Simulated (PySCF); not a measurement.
CH₇ClOSi₃. Atoms are numbered in the order given.

```xyz
13

Cl     2.2823    -0.8081    -0.4547
Si     0.7808    -0.2714     0.8810
O     -0.5112    -1.3126     0.7031
C     -1.3384    -1.2234    -0.4464
Si    -2.0235     0.5682    -0.6358
Si    -0.1550     1.7564     0.1543
H      1.2890    -0.4562     2.2619
H     -0.7787    -1.5113    -1.3560
H     -2.1593    -1.9484    -0.3319
H     -3.1855     0.7635     0.2842
H     -2.4441     0.8508    -2.0417
H      0.6547     2.4414    -0.8947
H     -0.4855     2.6941     1.2691
```
Charge 0, spin multiplicity 1.

Geometry: PBE0-D3(BJ)/def2-SVP. The structure was generated by enumeration; whether it is a known compound was not checked. The values are those of a single conformer.

These are PBE/def2-TZVP run with PySCF values and carry that method's errors.

### Question
Estimate the frontier levels, gap, dipole moment and polarisability. (An estimate is asked for; the answer gives what the named calculation found.)

### Answer

```
Property                                                                                                         Result
---------------------------------------------------------------------------------------------  ------------------------
highest occupied level                                                                                         -6.33 eV
lowest empty level                                                                                             -1.58 eV
orbital gap                                                                                                     4.75 eV
dipole moment                                                                                                    1.31 D
quadrupole, principal values (traceless, Buckingham form, about the centre of nuclear charge)    -4.23, -1.84, 6.06 D·Å
mean static polarisability                                                                       111.8 bohr³ (16.56 Å³)
polarisability, principal values                                                               95.1, 110.3, 129.9 bohr³
```
